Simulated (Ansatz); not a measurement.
Geometry optimisation, RKS PBE0/def2-SVP (Ansatz).

input.yaml

```yaml
crystal:
  periodic: [false, false, false]
  atoms:
    - { symbol: Al, position_ang: [-1.0508, 1.5096, -0.4782] }
    - { symbol: O, position_ang: [-0.7971, 0.7515, 1.1779] }
    - { symbol: C, position_ang: [-0.0257, -0.3638, 1.4175] }
    - { symbol: C, position_ang: [0.7367, -0.9944, 0.4636] }
    - { symbol: Ga, position_ang: [0.7721, -0.7395, -1.304] }
    - { symbol: H, position_ang: [-2.047, 2.851, -0.6004] }
    - { symbol: H, position_ang: [-0.3856, 0.9577, -1.7977] }
    - { symbol: H, position_ang: [0.132, -0.7037, 2.4431] }
    - { symbol: H, position_ang: [1.2775, -1.8514, 0.7385] }
    - { symbol: H, position_ang: [2.2775, 0.4299, -0.7426] }
    - { symbol: H, position_ang: [-0.8242, -1.904, -1.2972] }
basis:
  gaussian: { orbitals: def2-SVP }
hamiltonian:
  xc: pbe0
relax:
  f_tol: 0.015
  max_steps: 40
```

Launched with:

```bash
$ ansatz run input.yaml --threads 2 --pin off --max-ram 3072MiB --backend cpu --events-out ev --progress --plain --runs-dir out
```

**Question.** Where does it end, and by what steps?

**Answer.** It converged. After 25 steps the energy has fallen by 5.232 eV; H10 moved furthest, 2.04 Å. Joined: Al1–H11 (3.52 → 1.73 Å), Ga5–H7 (2.11 → 1.81 Å).

```csv
step,energy less start (eV),largest force component (eV/Å),accepted
0,0.0000,4.608,yes
1,-1.5316,2.402,yes
2,-2.6087,1.527,yes
3,-3.3768,1.151,yes
4,-3.8723,0.769,yes
5,-4.1733,0.427,yes
6,-4.3100,0.228,yes
7,-4.3184,0.111,yes
8,-4.3192,0.065,yes
9,-4.3195,0.081,yes
10,-4.3205,0.086,yes
11,-4.3229,0.242,yes
12,-4.3295,0.282,yes
13,-4.3512,0.379,yes
14,-4.4043,0.336,yes
15,-4.4806,0.340,yes
16,-4.6097,0.327,yes
17,-4.7795,0.445,yes
18,-4.9958,0.530,yes
19,-5.1644,0.519,yes
20,-5.1903,0.316,yes
21,-5.1893,0.485,no
22,-5.2294,0.124,yes
23,-5.2314,0.039,yes
24,-5.2314,0.052,no
25,-5.2317,0.005,yes
```

```xyz
11
Properties=species:S:1:pos:R:3
Al -1.093 1.050 -0.550
O -1.028 0.506 1.122
C -0.121 -0.361 1.565
C 0.849 -0.928 0.809
Ga 0.906 -0.428 -1.052
H -2.164 2.073 -1.068
H 0.570 1.346 -0.932
H -0.231 -0.587 2.637
H 1.536 -1.627 1.293
H 1.699 -0.690 -2.353
H -0.858 -0.411 -1.450
```

Time of the run: 100 s on 2 threads of AMD EPYC 7B13 (Zen 3) (shared host), peak memory 0.33 GiB.
